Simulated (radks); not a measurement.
Valence configurations of Yb II (all share [Xe]). Method: Dirac Kohn-Sham, LDA (Slater exchange, Perdew-Wang correlation), spin-unpolarised, spherical densities, finite nucleus; open shells fill j = l - 1/2 first; Fermi nuclear charge, rms radius 5.3108 fm; computed with a radial shooting solver on a logarithmic mesh with Libxc functionals. Order these by energy: 4f13 5d2; 4f13.5 6s1 6p0.5; 4f14 6p1; 4f14 6s0.5 6p0.5; 4f13 6s2; 4f14 6s1; 4f13 6s1 6p1; 4f14 5d0.5 6s0.5; 4f14 5d1; 4f13 5d1 6s1.

Answer. From the lowest, in eV above it: 4f14 6s1 0.000; 4f14 5d0.5 6s0.5 1.353; 4f14 6s0.5 6p0.5 1.767; 4f13.5 6s1 6p0.5 2.651; 4f14 5d1 2.777; 4f13 6s2 3.253; 4f14 6p1 3.550; 4f13 5d1 6s1 4.874; 4f13 5d2 7.012; 4f13 6s1 6p1 7.350. NIST lists [Xe] 4f14 6s1 as the ground configuration; this level of theory agrees among the configurations tried. The energies are those of spherical spin-averaged densities, not of single terms.
